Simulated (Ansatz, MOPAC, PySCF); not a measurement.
System: PbClF, charge 0, multiplicity 1. SMILES: [Pb]([F])[Cl]
Geometry: optimised at B3LYP-D3(BJ)/def2-TZVP (Ansatz, an electronic-structure program).

Unscaled harmonic wavenumbers (cm⁻¹) in rising order, each level at the stationary point that it reaches from this structure (no distance between atoms moves by over 0.3 Å); the order of modes can differ between levels, and a negative number is imaginary. B3LYP-D3(BJ)/def2-TZVP (PySCF, at the structure above): 127, 307, 520.

AM1 (MOPAC): 121, 180, 712. Zero-point energy 1.4 against 1.4 kcal/mol; where all levels lie over 400 cm⁻¹, the wavenumbers are on average 1.369 times those of B3LYP-D3(BJ)/def2-TZVP.

B3LYP/6-31G* with LANL2DZ past Ar (Ansatz): 137, 288, 545. Zero-point energy 1.4 against 1.4 kcal/mol; where all levels lie over 400 cm⁻¹, the wavenumbers are on average 1.049 times those of B3LYP-D3(BJ)/def2-TZVP.
